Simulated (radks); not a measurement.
Species: Pb13+. Configuration: [Xe] 4f14 6f1 (not the ground configuration). All-electron calculation, scalar-relativistic Kohn-Sham, PBE, spin-polarised, spherical densities, point nucleus; open shells are filled with parallel spins first (spin-orbit coupling, left out, can overturn this in heavy ions). Program: a radial shooting solver on a logarithmic mesh with Libxc functionals. Some entries of the table are withheld. Estimate them.

| orbital | occ. | eigenvalue (eV) | <1/r> (bohr^-1) | <r> (bohr) |
|---|---|---|---|---|
| 1s down | 1 | -88402.03 | 101.5 | 0.01604 |
| 1s up | 1 | -88402.03 | 101.5 | 0.01604 |
| 2s up | 1 | -16027.90 | 23.82 | 0.06758 |
| 2s down | 1 | -16027.90 | 23.82 | 0.06758 |
| 2p up | 3 | -13782.96 | 20.91 | 0.06143 |
| 2p down | 3 | -13782.96 | 20.91 | 0.06143 |
| 3s up | 1 | -4043.391 | 8.828 | 0.1745 |
| 3s down | 1 | -4043.330 | 8.828 | 0.1745 |
| 3p up | 3 | -3399.771 | 7.983 | 0.1764 |
| 3p down | 3 | -3399.709 | 7.983 | 0.1764 |
| 3d up | 5 | -2744.817 | 7.493 | 0.1598 |
| 3d down | 5 | -2744.769 | 7.493 | 0.1598 |
| 4s up | 1 | -1112.138 | 3.806 | 0.3836 |
| 4s down | 1 | -1112.095 | 3.806 | 0.3836 |
| 4p up | 3 | -900.8594 | 3.422 | 0.4090 |
| 4p down | 3 | -900.8215 | 3.422 | 0.4090 |
| 4d up | 5 | -656.6450 | 3.082 | 0.4289 |
| 4d down | 5 | -656.6018 | 3.082 | 0.4289 |
| 4f up | 7 | -386.5502 | 2.707 | 0.4456 |
| 4f down | 7 | -386.4805 | 2.708 | 0.4455 |
| 5s up | 1 | (1) | 1.684 | 0.8136 |
| 5s down | 1 | (2) | 1.685 | 0.8136 |
| 5p up | 3 | -320.1428 | 1.497 | 0.8970 |
| 5p down | 3 | -319.8961 | 1.497 | 0.8972 |
| 6f up | 1 | -102.5865 | 0.5906 | (3) |

Answer. 
(1) 5s up eigenvalue (eV): -384.7630
(2) 5s down eigenvalue (eV): -384.5318
(3) 6f up <r> (bohr): 2.303
